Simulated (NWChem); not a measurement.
Total energies of BCl (+1)

```
Cl
B 1 1.6037
```
Charge +1, spin multiplicity 2.

The numbers come from NWChem runs, not from measurements. Structure: optimised with UPBE0/def2-SVP, a minimum by its harmonic frequencies.

Basis set: def2-QZVP (127 functions).

| method | total energy (Ha) | relative cost |
|---|---|---|
| UHF | -483.84128 | 1 |
| UMP2 | -484.09101 | under 3 |
| UB2PLYP | -484.51296 | under 3 |
| UPBE | -484.43261 | under 3 |
| UB3LYP | -484.67598 | under 3 |
| Ur2SCAN | -484.61554 | under 3 |

Total energies of different functionals aren't comparable as a measure of quality: only differences taken within one method are. Relative cost: rough, from shared machines, SCF included, UHF = 1.

The correlated methods keep 6 core orbitals frozen. B3LYP has NWChem's definition, with VWN1-RPA local correlation. This spin state was chosen for the runs; another may lie lower. The structure started from a generated list of species. The unpaired electrons of the parent sit in orbitals of symmetry a1 (C2v labels of the run); other states weren't searched. The stability of the SCF solutions was not checked. Open-shell Hartree-Fock references start from PBE0 orbitals; any time given for them includes that run.
